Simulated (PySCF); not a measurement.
**Working out the ionisation energy of Co²⁺**

Co²⁺ [Ar] 3d7 (4F) → Co³⁺ [Ar] 3d6 (5D). All numbers are calculated (PySCF 2.14, the spin-free X2C one-electron Hamiltonian (Gaussian nucleus), in x2c-TZVPPall with one added diffuse shell each of s, p, d, f type (7s6p5d3f1g, 80 functions)). Frozen: [Ar]. Energies in hartree (1 hartree = 27.21139 eV):

```tsv
part	Co²⁺ (lower)	Co³⁺ (upper)
UHF	-1391.045216	-1389.899042
CCSD correlation	-0.177923	-0.116701
(T)	-0.003324	-0.001206
```

Q: What does Hartree-Fock give?

A: (-1389.899042) − (-1391.045216) = 1.146174 hartree = 31.189 eV.

Q: What do CCSD and CCSD(T) give?

A: The CCSD correlation energies differ by 0.061222 hartree = 1.666 eV and the triples by 0.002118 hartree = 0.058 eV, so CCSD gives 32.855 eV and CCSD(T) 32.913 eV.

Reference: 33.5 ± 0.06 eV (semi-empirical (NIST evaluation); NIST Atomic Spectra Database, ionization energies), between the lowest levels; spin-orbit coupling is absent from the calculation.

What remains against the reference includes basis incompleteness, the frozen core and higher excitations.
